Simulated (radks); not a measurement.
The numbers below are computed, except where a source is named.
Question: The manganese ion Mn7+ is in [Ar]. Code: a radial shooting solver on a logarithmic mesh with Libxc functionals. Model: scalar-relativistic Kohn-Sham, BLYP, spin-polarised, spherical densities, finite nucleus; Fermi nuclear charge, rms radius of each element as measured or else 0.836 A^(1/3) + 0.57 fm. Open shells are filled with parallel spins first. One electron is removed from 2p, 3s, 3p, 2s in turn, with full relaxation. Which removal costs least, and what does each cost?

Answer: 3p 195.66 eV; 3s 228.57 eV; 2p 814.02 eV; 2s 923.14 eV. The 3p electron leaves first.
